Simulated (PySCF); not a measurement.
## Static response to an electric field

Compound: C6H11NSi2.
Cartesian coordinates in Å at the PBE0-D3(BJ)/def2-SVP level; atoms count from 1:
```
atom  x, y, z in Å
N1    -2.0505    3.5399    0.0595
C2    -1.9487    2.3927    0.2031
C3    -1.8116    0.9883    0.3944
C4    -2.0184    0.0962   -0.5930
C5    -1.8074   -1.3628   -0.4703
Si6   -0.0568   -1.8241   -1.0931
C7     1.1974   -1.0597    0.0645
C8     1.6360    0.2054   -0.0744
Si9    2.7814    1.0649    1.1375
H10   -1.5152    0.6608    1.3963
H11   -2.3019    0.4781   -1.5807
H12   -2.5393   -1.9287   -1.0687
H13   -1.8830   -1.7003    0.5759
H14    0.1123   -1.2703   -2.4708
H15    0.0605   -3.3135   -1.1223
H16    1.5368   -1.6423    0.9338
H17    1.2936    0.7865   -0.9439
H18    2.1011    2.2560    1.7320
H19    4.0224    1.5360    0.4496
H20    3.1428    0.1018    2.2215
```

Level: B3LYP/def2-SVPD (PySCF), static field, nuclei fixed, core orbitals frozen in the response. The polarisability tensor in these axes (au):

```
x   128.93   4.12   9.80
y     4.12 167.19  17.64
z     9.80  17.64 111.98
```

**Question.** Give the principal values, the mean and the anisotropy Δα = √{½[(α1 − α2)² + (α2 − α3)² + (α1 − α3)²]}.

**Answer.** Principal values 104.02, 130.70 and 173.37 au; mean 136.03 au = 20.16 Å³ = 22.43 × 10⁻⁴⁰ C²·m²/J; Δα = 60.60 au (45 % of the mean).

**Question.** What is the dipole moment, and where does it point?

**Answer.** (0.43, -4.80, -0.04) D, 4.82 D in size, pointing from the negative to the positive side. Measured along this direction, the outermost atoms are N1 at the negative end and H15 at the positive end.

**Question.** What depolarisation ratio follows for Rayleigh scattering of linearly polarised light, taking the static tensor?

**Answer.** ρ = 3Δα²/(45ᾱ² + 4Δα²) = 11015.7/(832687 + 14687.6) = 0.013.

**Question.** Along which axes do the principal values lie, and how far do the nuclei extend along each?

**Answer.** Largest value along (0.15, 0.94, 0.30), where the nuclei span 6.49 Å; middle along (0.93, -0.23, 0.27), 6.25 Å; least along (-0.32, -0.24, 0.92), 3.62 Å. The response follows the extents in order.

**Question.** Estimate the molar refractivity from the static electronic polarisability.

**Answer.** Lorentz–Lorenz: R = (4π/3)N_A α = 2.5225 cm³/(mol·Å³) × 20.16 Å³ = 50.8 cm³/mol, in the limit of long wavelengths.

**Question.** What would n − 1 = 2πNα be for an ideal gas of these molecules at 350 K and 1 atm, electronic part alone?

**Answer.** N = p/kT = 2.0968 × 10¹⁹ cm⁻³, so n − 1 = 2π × N × 20.16 × 10⁻²⁴ cm³ = 2656 × 10⁻⁶ at long wavelengths.

**Question.** Form Σ f/ω² (atomic units) for the 10 lowest TDDFT singlets, given as eV and f, and set it beside the mean polarisability, which is this sum over all singlets: 5.12, 0.0573; 5.48, 0.2069; 5.66, 0.0476; 5.69, 0.0488; 6.11, 0.0160; 6.18, 0.0009; 6.35, 0.4356; 6.45, 0.0587; 6.85, 0.0097; 6.91, 0.0037.

**Answer.** They add up to 18.53 au, 13.6 % of the 136.03 au; the largest single term is 8.01 au, from the state at 6.35 eV. Terms in order: 1.62, 5.11, 1.10, 1.12, 0.32, 0.02, 8.01, 1.04, 0.15, 0.06 au. Higher excitations give the rest. The strengths listed sum to 0.885.

Isolated species at its PBE0-D3(BJ)/def2-SVP geometry (one conformer only).
